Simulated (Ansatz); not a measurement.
An input meant for Sc2N2 (charge 0, singlet).

```yaml
crystal:
  periodic: [false, false, false]
  atoms:
    - {symbol: Sc, position_ang: [1.096062, 0.366946, 0.696738]}
    - {symbol: Sc, position_ang: [-1.096104, -0.366853, -0.696712]}
    - {symbol: N, position_ang: [0.497920, 0.542543, -1.068983]}
    - {symbol: N, position_ang: [1.146062, 0.666946, 0.996738]}
basis:
  gaussian: {orbitals: def2-mTZVP}
hamiltonian: {xc: {name: wB97X}}
scf: {lower_state_search: off}
```

```sh
$ ansatz run in.yaml --threads 4 --pin off --events-out ev --progress --plain --max-ram 3916MiB
```

It prints (some lines left out):

```
Functional definition: wB97X
1198 factors; integrals over basis functions are off by at most 3.5e-4 eV
244 factors; integrals over basis functions are off by at most 4.4e-6 eV
mean field evaluation 1: about -43590.9963 eV, gradient 2.7e2 eV
mean field evaluation 2: about -41356.0517 eV, gradient 8.5e2 eV
mean field evaluation 4: about -43667.6114 eV, gradient 1.7e2 eV
mean field evaluation 8: about -43741.2522 eV, gradient 1.1e1 eV
mean field evaluation 16: about -43742.6063 eV, gradient 1.3e0 eV
mean field -43742.70588611 eV, -1607.5147914435 hartree, gradient 2.8e-6 eV, S^2 0.000000; 0 other end points of the search recorded, 0 dependent functions left out
reference -43742.70584773 eV, -1607.5147900331 hartree; 28, 28 occupied and 76, 76 virtual orbitals, 1198 factors
Total energy: -43742.70584773 eV, -1607.5147900331 hartree
Checks for a lower state left out: stability, starts, cluster_reference, orbital_swaps, neighbouring_geometries, increment
```

In this input one atom was put on top of another. The calculation finished and met its thresholds. The result belongs to that input, not to the species as meant.
